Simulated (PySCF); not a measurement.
**Question.** Give a GFN2-xTB geometry of InChI=1S/C6H7NO/c1-6-4-2-3-5-7(6)8/h2-5H,1H3.

**Answer.** 
Z-matrix in Å and degrees, rows numbered from 1:
```
C 
C   1  1.4886
C   2  1.3784  1  124.30
C   3  1.3863  2  121.03  1   180.00
C   4  1.3859  3  117.97  2     0.00
C   5  1.3743  4  119.64  3    -0.05
N   6  1.3519  5  122.05  4     0.04
O   7  1.2584  2  120.25  1     0.02
H   1  1.0902  2  109.53  3   121.84
H   1  1.0852  2  111.29  3     0.04
H   1  1.0902  2  109.53  3  -121.74
H   3  1.0790  2  118.50  1     0.03
H   4  1.0774  3  120.87  2   179.99
H   5  1.0782  4  121.07  3   179.97
H   6  1.0793  5  123.17  4  -179.93
```

N7 (N-oxide nitrogen) is planar (angles 120.6°, 120.2° and 119.2°, sum 360.0°, 0.00 Å off the plane of its three neighbours). The 8 heavy atoms lie in one plane (0.000 Å rms). The 6-membered ring C2–C3–C4–C5–C6–N7 has internal angles of 118.0° to 122.1° (sum 720°, against 720° for a flat polygon); it is planar, 0.00 Å rms from its mean plane, widest ring torsion 0°. Of the pairs four or more bonds apart, O8···H9 is among the closest relative to their van der Waals radii: 2.60 Å, 96 % of the sum of Bondi's values.

Computed geometry: GFN2-xTB, gas phase.

Point group: Cs (tolerance 0.08 Å). No frequency check.
